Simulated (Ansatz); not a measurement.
Consider the cleavage of the B–Si bond: `B[SiH](C)C` + `NC(F)S` → `BNC(F)S` + `C[SiH2]C`.

Gas-phase electronic energies from Ansatz, PBE0-D4/def2-TZVP geometries. CCSD(T)/CBS adds triple-zeta CCSD(T) − MP2 to the extrapolated MP2 energy (def2 sets, frozen cores). DFT in def2-TZVPP. B3LYP here is the variant with VWN-RPA as its local correlation; programs differ in this. One conformer a species, not always the lowest.

(1) Is it downhill or uphill in electronic energy at CCSD(T)/CBS, and by how much? (Best estimate.)

(2) What do these levels give: PBE0-D4, B3LYP-D4, ωB97X-V, B2PLYP, PBE, r2SCAN, HF/def2-TZVPP, CCSD/def2-TZVPP, HF/def2-QZVPP, MP2/def2-QZVPP, SCS-MP2/def2-QZVPP, HF/CBS(def2)? (Best estimate.)

Largest T1 diagnostic among the species: 0.013.

Answers

(1) The calculation gave: Downhill: ΔE = -167.3 kJ/mol.

(2) The calculation gave: PBE0-D4 -162.3, B3LYP-D4 -169.3, ωB97X-V -164.9, B2PLYP -171.6, PBE -161.4, r2SCAN -165.9, HF/def2-TZVPP -162.9, CCSD/def2-TZVPP -167.1, HF/def2-QZVPP -163.1, MP2/def2-QZVPP -174.9, SCS-MP2/def2-QZVPP -172.5, HF/CBS(def2) -163.2 kJ/mol.

In def2-TZVPP, CCSD(T) changes the Hartree–Fock value by −6.1 kJ/mol (the triples alone add −1.9 kJ/mol) and MP2 by −12.9 kJ/mol.
